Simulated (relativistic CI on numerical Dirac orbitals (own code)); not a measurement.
## Ce²⁺: 4d photoemission

Computed with this model: Dirac-Coulomb-Breit CI, separate exchange-only KLI orbitals for each configuration, a model potential for QED, valence Slater integrals scaled by 0.9, multiplet model of photoemission in the sudden approximation; configurations [Xe] 4f2 → [Kr] 4d9 4f2 5s2 5p6; 300 K; Lorentzian 1.4 eV and Gaussian 0.6 eV FWHM. Energies are those of the free ion, without screening or charge transfer. The energies are binding energies and can lie tens of eV above those of solids. S is read from ⟨S²⟩ = S(S + 1).

Computed curve for free ion, scaled to 100 at the maximum (points under 2 are left out and the grid is thinned):

```tsv
Energy (eV)	Intensity
115.4	2.1
115.8	2.3
116.2	2.6
116.8	3.2
117.2	3.7
117.6	4.3
118.0	5.2
118.4	6.4
118.8	8.3
119.4	13.6
119.8	20.1
120.2	27.7
120.6	31.2
121.0	30.6
121.4	32.9
122.0	50.1
122.4	70.1
122.8	90.1
123.2	99.5
123.6	99.2
124.0	94.8
124.6	79.2
125.0	73.2
125.4	74.0
125.8	72.2
126.2	64.3
126.6	57.8
127.2	50.0
127.6	47.0
128.0	47.1
128.4	44.9
128.8	39.5
129.2	33.9
129.8	24.9
130.2	18.0
130.6	12.6
131.0	9.4
131.4	7.6
131.8	6.6
132.4	5.4
132.8	4.4
133.2	3.5
133.6	3.0
134.0	2.6
134.4	2.3
143.6	2.3
144.0	3.3
144.4	5.3
144.8	8.3
145.2	10.6
145.6	9.4
146.2	5.1
146.6	3.3
147.0	2.3
151.2	2.9
151.6	4.6
152.0	6.5
152.6	5.7
153.0	3.7
153.4	2.3
```

The ground state has S = 0.98, and the centroid lies at 126.18 eV.
